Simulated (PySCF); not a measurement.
BClH5NO2Si.

```xyz
11

Si    -0.6572     0.8326     0.0000
Cl     0.4122     2.6107     0.0000
N      0.5297    -0.4314     0.0000
B      0.1715    -1.8127     0.0000
O      1.1536    -2.7729     0.0000
O     -1.1859    -2.0705     0.0000
H     -1.5084     0.8270     1.2158
H     -1.5084     0.8270    -1.2158
H      1.5137    -0.1869     0.0000
H      0.8390    -3.6809     0.0000
H     -1.4483    -2.9942     0.0000
```

Geometry optimised at ωB97X-D3(BJ)/def2-SVP. This is a generated structure with no PubChem entry under its InChIKey; it may be hypothetical. The values are those of a single conformer.

Calculation: PySCF with PBE/pcSseg-1. Non-relativistic, no solvent.

Question: Give the absolute GIAO shielding of each atom: isotropic value and principal components (ppm). (The exact figures need the calculation; the answer reports its results.)

Answer: 
```
atom  σ(iso)    σ11    σ22     σ33   span
----  ------  -----  -----  ------  -----
Si1    347.7  325.0  334.7   383.3   58.2
Cl2    946.6  818.8  993.9  1027.0  208.2
N3     202.3  158.8  177.5   270.7  111.9
B4      75.9   64.0   78.7    85.0   21.1
O5     235.7  173.2  250.5   283.4  110.1
O6     238.8  188.3  250.9   277.4   89.1
H7      25.5   21.4   24.7    30.4    9.0
H8      25.5   21.4   24.7    30.4    9.0
H9      29.6   22.4   29.8    36.7   14.4
H10     29.0   23.0   24.6    39.4   16.4
H11     29.1   23.3   24.3    39.8   16.6
```
